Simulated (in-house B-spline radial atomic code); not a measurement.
Values are calculated unless marked as measured or tabulated.
# C6 from the polarisability at imaginary frequency: Al³⁺

HSE06 linear response of the closed shell [He] 2s2 2p6, from an all-electron radial atomic-structure program (B-spline basis); non-relativistic, point nucleus, no spin-orbit coupling.

The dispersion coefficient of two like species is C6 = (3/π) ∫ α(iu)² du from 0 to ∞.

```
u (hartree)  α(iu) (bohr³)
          0         0.2778
       0.24         0.2768
       0.56         0.2725
       0.96          0.263
        1.6         0.2412
        2.4         0.2093
        3.6         0.1643
        5.6           0.11
          8        0.07174
         12        0.04019
         20        0.01744
         40       0.005043
```

(1) Fit one oscillator, α(iu) = α(0)/(1 + u²/ω²), through u = 5.6 and estimate C6.

(2) How does that compare with the full integral?

Answers

(1) From α(0)/α(iu) − 1 = 0.2778/0.11 − 1 = 1.5255, ω = u/√1.5255 = 4.5341 hartree (123.4 eV). London's formula gives C6 = (3/4) α(0)² ω = 0.75 × 0.2778² × 4.5341 = 0.2624 hartree·bohr⁶, and the oscillator holds f = α(0) ω² = 5.71 electrons, of a sum of oscillator strengths of 10.0.

(2) The program's quadrature over all excitations gives C6 = 0.259, so the single oscillator is off by +1.3 %. At the last point the fit gives α = 0.00352 against 0.00504: higher excitations, and deeper shells where there are any, keep the true curve higher at large u.
